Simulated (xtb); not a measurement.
Hf(F)2(SH)2 (F2H2HfS2), SMILES [SH][Hf]([F])([SH])[F], multiplicity 1. All values are semi-empirical tight-binding results from xtb (GFN2-xTB unless named), good for trends rather than for accurate numbers. Coordinates come from a GFN2-xTB optimisation. The multiplicity is an assumed one; other spin states were not compared. Other conformers were not sampled.

Optimised geometry:

```xyz
7

Hf     0.0000     0.0000    -0.0971
F      0.0000    -1.3702     1.2076
F      0.0000     1.3702     1.2076
S     -2.4142     0.0000    -0.5127
H     -2.4167     0.0000     0.8298
S      2.4142     0.0000    -0.5127
H      2.4167     0.0000     0.8298
```

For metal compounds this method's bond lengths and energies can be far off.

```json
{
 "point_group_as_xtb_finds_it": "C2v",
 "orbital_gap": "2.61 eV",
 "zero_point_energy": "11.4 kcal/mol",
 "G − E(el) at 298.15 K (modified RRHO)": "-11.1 kcal/mol"
}
```

Computed atomic charges and the Wiberg bond orders between heavy atoms:
charges (e) Hf1 1.16, F2 -0.42, F3 -0.42, S4 -0.36, H5 0.21, S6 -0.36, H7 0.21. Bond orders Hf1–F2 0.79, Hf1–F3 0.79, Hf1–S4 0.93, Hf1–S6 0.93.
